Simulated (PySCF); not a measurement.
PBE on Hf⁺ (hafnium, charge +1), [Xe] 4f14 5d1 6s2, 2D determinant. All numbers are calculated (PySCF 2.14, a scalar-relativistic core potential, in aug-cc-pwCVDZ-PP with ECP60MDF).

```
cycle= 1 E= -48.1938231967192  delta_E= -0.00801  |g|= 0.0674  |ddm|= 1.33
cycle= 2 E= -48.2002910369347  delta_E= -0.00647  |g|= 0.0428  |ddm|= 1.08
cycle= 3 E= -48.2037089080646  delta_E= -0.00342  |g|= 0.0175  |ddm|= 0.46
cycle= 4 E= -48.2043224089656  delta_E= -0.000614  |g|= 0.0111  |ddm|= 0.221
cycle= 5 E= -48.2044325437805  delta_E= -0.00011  |g|= 0.00149  |ddm|= 0.152
cycle= 6 E= -48.2044360098436  delta_E= -3.47e-06  |g|= 0.000268  |ddm|= 0.02
cycle= 7 E= -48.2044361231981  delta_E= -1.13e-07  |g|= 2.08e-05  |ddm|= 0.00482
cycle= 8 E= -48.2044361252063  delta_E= -2.01e-09  |g|= 4.52e-06  |ddm|= 0.000427
cycle= 9 E= -48.2044361252274  delta_E= -2.11e-11  |g|= 3.4e-07  |ddm|= 4.54e-05
converged SCF energy = -48.2044361252274  <S^2> = 1.3593946  2S+1 = 2.5372384
```

Highest occupied orbital energy: -11.013 eV; ⟨L²⟩ = 8.37; populations by l: s 3.61, p 6.00, d 1.39, f 0.00.

Q: Can this result be used?

A: Not for this state. The calculation finished and met its thresholds. ⟨L²⟩ = 8.37 against 6 for a pure D term, so this real determinant mixes terms. Energies and moments cover only the electrons outside the core potential. Spin-orbit coupling, absent here, splits the open shell strongly. ⟨S²⟩ = 1.36 against 0.75 shows spin contamination. The s, p, d and f populations moved away from the nominal configuration during the SCF.
